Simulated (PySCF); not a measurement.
C2H3ClF2Si. Atoms are numbered in the order given.

```xyz
9

F     -2.4384    -1.0769    -0.8767
C     -2.3375     0.0586    -0.1693
C     -1.1630     0.5290     0.2830
Si     0.4716    -0.2925    -0.0240
F      0.8941    -1.2112     1.2615
Cl     1.9011     1.1955    -0.2009
H     -3.3241     0.5323    -0.0189
H     -1.2012     1.4689     0.8568
H      0.5057    -1.1630    -1.2326
```

The structure is a stationary point at PBE-D3(BJ)/def2-SVP. The structure was generated by enumeration; whether it is a known compound was not checked. Other conformers were not sampled.

Computed with PySCF with ωB97X/def2-TZVP.

Isolated molecule, no solvent.

```
Property                                                                                                       Result
---------------------------------------------------------------------------------------------  ----------------------
total energy                                                                                      -1027.56616 hartree
highest occupied level                                                                                      -10.78 eV
lowest empty level                                                                                            0.94 eV
orbital gap                                                                                                  11.72 eV
dipole moment                                                                                                  2.62 D
quadrupole, principal values (traceless, Buckingham form, about the centre of nuclear charge)  -5.67, -3.44, 9.11 D·Å
mean static polarisability                                                                       58.6 bohr³ (8.68 Å³)
polarisability, principal values                                                               44.7, 53.2, 77.8 bohr³
```
